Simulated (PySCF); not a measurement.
# Fractional electron number in Mg²⁺ (magnesium, charge +2)

The 2p beta orbital of [Ne] is emptied in steps (occupation f), with all orbitals relaxed, ending at [He] 2s2 2p5. All numbers are calculated (PySCF 2.14, no relativity, point nucleus, in def2-TZVPPD). The exact energy is a straight line in f; departures are measured from the line between the end points of the same method.

```json
{"f": "1", "UHF (eV)": "0.000", "LDA (eV)": "0.000", "PBE (eV)": "0.000", "PBE0 (eV)": "0.000", "r2SCAN (eV)": "0.000", "LC-wPBE (eV)": "0.000", "BHandHLYP (eV)": "0.000", "wB97X (eV)": "0.000", "B3LYP (eV)": "0.000", "TPSS (eV)": "0.000"}
{"f": "0.75", "UHF (eV)": "0.574", "LDA (eV)": "-2.633", "PBE (eV)": "-2.542", "PBE0 (eV)": "-1.768", "r2SCAN (eV)": "-2.287", "LC-wPBE (eV)": "-1.471", "BHandHLYP (eV)": "-0.999", "wB97X (eV)": "-1.361", "B3LYP (eV)": "-1.933", "TPSS (eV)": "-2.453"}
{"f": "0.5", "UHF (eV)": "0.744", "LDA (eV)": "-3.522", "PBE (eV)": "-3.383", "PBE0 (eV)": "-2.351", "r2SCAN (eV)": "-3.002", "LC-wPBE (eV)": "-1.951", "BHandHLYP (eV)": "-1.336", "wB97X (eV)": "-1.801", "B3LYP (eV)": "-2.576", "TPSS (eV)": "-3.260"}
{"f": "0.25", "UHF (eV)": "0.542", "LDA (eV)": "-2.645", "PBE (eV)": "-2.524", "PBE0 (eV)": "-1.753", "r2SCAN (eV)": "-2.215", "LC-wPBE (eV)": "-1.446", "BHandHLYP (eV)": "-1.003", "wB97X (eV)": "-1.328", "B3LYP (eV)": "-1.927", "TPSS (eV)": "-2.429"}
{"f": "0", "UHF (eV)": "0.000", "LDA (eV)": "0.000", "PBE (eV)": "0.000", "PBE0 (eV)": "0.000", "r2SCAN (eV)": "0.000", "LC-wPBE (eV)": "0.000", "BHandHLYP (eV)": "0.000", "wB97X (eV)": "0.000", "B3LYP (eV)": "0.000", "TPSS (eV)": "0.000"}
```

**Question.** For B3LYP, how does the orbital energy at f = 1 compare with the removal energy?

**Answer.** −ε = 70.213 eV against a total-energy difference of 80.513 eV. By Janak's theorem ε = ∂E/∂f, so the gap between them reflects the curvature. Along the path −ε is 75.357 (f = 0.75), 80.528 (f = 0.5), 85.681 (f = 0.25) eV.

```tsv
method	E(f=0) − E(f=1) (eV)	−ε at f=1 (eV)	−ε at f=0.5 (eV)
UHF	78.641	81.798	78.556
LDA	80.847	66.862	80.813
PBE	80.304	66.752	80.348
PBE0	80.248	70.811	80.288
r2SCAN	80.362	68.023	80.565
LC-wPBE	80.460	72.611	80.518
BHandHLYP	80.203	74.896	80.191
wB97X	80.108	72.833	80.191
B3LYP	80.513	70.213	80.528
TPSS	80.176	67.083	80.237
```

Reference removal energy between the ground levels: 80.144 eV (measured; NIST Atomic Spectra Database, ionization energies). The calculation has no spin-orbit coupling. UHF lacks correlation.
